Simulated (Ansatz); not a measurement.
Job for Ansatz (a program for electronic structure): R-SVWN5/def2-TZVPP on H2SSi (SMILES [SiH]S), a point of a torsion scan.

Ansatz 0.2 input:
```yaml
crystal:
  periodic: [false, false, false]
  atoms:
    - {symbol: Si, position_ang: [1.00452625, 0.66708187, -0.36211314]}
    - {symbol: S, position_ang: [-1.06055136, 0.48173672, 0.37375644]}
    - {symbol: H, position_ang: [1.51737426, -0.53647736, 0.33820894]}
    - {symbol: H, position_ang: [-0.75324888, 0.56207759, 1.66063776]}
basis:
  gaussian:
    orbitals: def2-TZVPP
hamiltonian:
  xc: {name: SVWN5}
scf: {lower_state_search: off}
```

The head of its log:

```
WARN ansatz: RAYON_NUM_THREADS=1 ignored (pool sized by the plan → 1); use --threads N
Functional definition: SVWN5
these checks for a lower state are left out or cut short: stability, starts, cluster_reference, orbital_swaps, neighbouring_geometries, increment
integrals: 0.03 GiB planned
690 factors; their error is unknown
mean field: 0.25 GiB planned
mean field evaluation 1: about -18674.5384 eV, gradient 2.1e1 eV
mean field evaluation 2: about -18669.7491 eV, gradient 4.3e1 eV
```

Task: What total energy does the run end on?

Result: -686.3274 hartree.
